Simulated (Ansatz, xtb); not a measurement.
# A geometry optimisation of ClFH2N2Si with r2SCAN-D4/def2-SVP

The starting geometry of this gas-phase singlet has its atoms placed at random.

```xyz
7

Cl    1.3243    0.0393    0.0490
F    -0.0380   -1.9296   -0.2472
N    -0.9195    0.2598    1.1730
N    -1.4061   -1.2102    0.3614
Si   -0.6805    1.5259   -0.0491
H     0.2321    1.6802    0.8259
H     1.2116   -1.2769   -0.1626
```

Q: Guess where an optimisation with r2SCAN-D4/def2-SVP ends from this start.

A: It loosens into ClHN2Si + FH, which stay close as a complex. Distances that change by over a tenth: N3–Si5 (1.78 → 2.00 Å), Si5–H6 (1.27 → 1.52 Å). Contacts that open: Cl1–H7 (1.34 → 2.21 Å). Contacts that close: Cl1–Si5 (2.50 → 2.16 Å), F2–H7 (1.41 → 0.93 Å), N3–N4 (1.75 → 1.11 Å).

The energy falls by 11.46 eV over 19 steps:

```csv
step,E − E(last) (eV)
1,11.456
3,4.102
5,2.307
7,0.930
9,0.157
11,0.147
13,0.036
15,0.005
17,0.000
19,0.000
```

Final geometry (Å):

```xyz
7

Cl    1.8234    0.2923    0.2340
F     0.0993   -1.9689   -0.7506
N    -1.0905   -0.0936    0.9863
N    -1.7805   -0.8805    1.3640
Si   -0.1046    1.1506   -0.2235
H    -0.1427    2.1364    0.9357
H     0.9194   -1.5479   -0.5954
```

From the same start GFN2-xTB reaches the same bonding as this run.

From so rough a start the end depends on the optimiser's path, so another program may land elsewhere. The end wasn't checked by frequencies. Run with Ansatz 0.2.0, 2.3 min on 1 thread of Intel(R) Xeon(R) Processor @ 2.50GHz (Skylake/Cascade Lake), on a shared host.
